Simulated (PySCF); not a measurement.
H2F2Si, SMILES F[SiH2]F, CAM-B3LYP/def2-SVP optimised geometry.

```
5

Si    -0.56    -0.44     0.00
F     -1.05     1.09     0.00
F      1.05    -0.44     0.00
H     -1.04    -1.09    -1.24
H     -1.04    -1.09     1.24
```

Density from PySCF 2.14.0 with CAM-B3LYP/def2-TZVP at that geometry.

Minimum of the electron density along straight lines between bonded atoms, close to the bond critical point (lines longer than 1.1 times the sum of covalent radii, or with two minima, are not listed):

| bond | length / Å | ρ at the minimum / e bohr⁻³ | ∇²ρ there / e bohr⁻⁵ | position (fraction from the first atom) |
|---|---|---|---|---|
| Si1–F2 | 1.607 | 0.137 | 0.94 | 0.42 |
| Si1–F3 | 1.608 | 0.137 | 0.94 | 0.42 |
| Si1–H4 | 1.476 | 0.130 | 0.12 | 0.49 |
| Si1–H5 | 1.476 | 0.130 | 0.12 | 0.49 |
